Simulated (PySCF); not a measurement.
Below is a simulated gas-phase Si 2p photoelectron spectrum of `[BH3-]N([SiH3])[SiH3]`.

Every computed line was given a Gaussian of 0.5 eV full width at half maximum and an area set by the number of equivalent atoms (split 2:1 within a doublet); the highest printed point is 100. The calculation used PySCF 2.14.0, delta-SCF UKS SCAN, pcX-2 on the ionised atom, pcseg-1 elsewhere, spin-free X2C.

binding energy (eV), intensity and a bar:
```
    101.7          0 
    101.8          1 
    101.9          4 #
    102.0         11 ###
    102.1         27 ########
    102.2         52 ###############
    102.3         80 ########################
    102.4        100 ##############################
    102.5        100 ##############################
    102.6         83 #########################
    102.7         61 ##################
    102.8         48 ##############
    102.9         47 ##############
    103.0         52 ###############
    103.1         51 ###############
    103.2         42 #############
    103.3         28 #########
    103.4         15 #####
    103.5          7 ##
    103.6          2 #
    103.7          1 
    103.8          0
```

**Question.** How many maxima does the curve show, and how many computed lines lie under it?

**Answer.** The curve has 2 maxima (at 102.4 and 103.0 eV). Under it lie 2 lines from 1 inequivalent silicon site, drawn as a 2p3/2, 2p1/2 pair.

**Question.** Decompose the envelope and assign each component. Numbering: `[BH3-:1][N:2]([SiH3:3])[SiH3:4]`.

**Answer.** 
| position (eV) | relative area | line | atoms | environment |
| --- | --- | --- | --- | --- |
| 102.45 | 1.33 | Si 2p3/2 | Si3/Si4 | SiH3 silicon |
| 103.07 | 0.67 | Si 2p1/2 | Si3/Si4 | SiH3 silicon |

Shake-up satellites, vibrational structure and lifetime widths aren't simulated. Atoms equivalent by their bonding share one computed value, that of the first of them. For 2p shells one spin-free hole was relaxed; a mean-field spin–orbit operator and the ground-state splitting of the three 2p orbitals were then diagonalised within the shell. The shell's mean is (2 × 2p3/2 + 2p1/2)/3, and the degeneracies 2j + 1 give areas of 2:1. 2p1/2 minus 2p3/2 (ligand field included): Si 0.62 eV. The species carries charge -1, so core ionisation leaves a neutral species. The basis sets have no added diffuse functions. Geometry: PBE0-D3(BJ)/def2-SVP; no solvent, vibrations or thermal averaging. The geometry's basis has no diffuse functions, a weakness for an anion.

Hardware: one thread of an Arm Neoverse V1, on a shared host. Cost: 26 s wall.
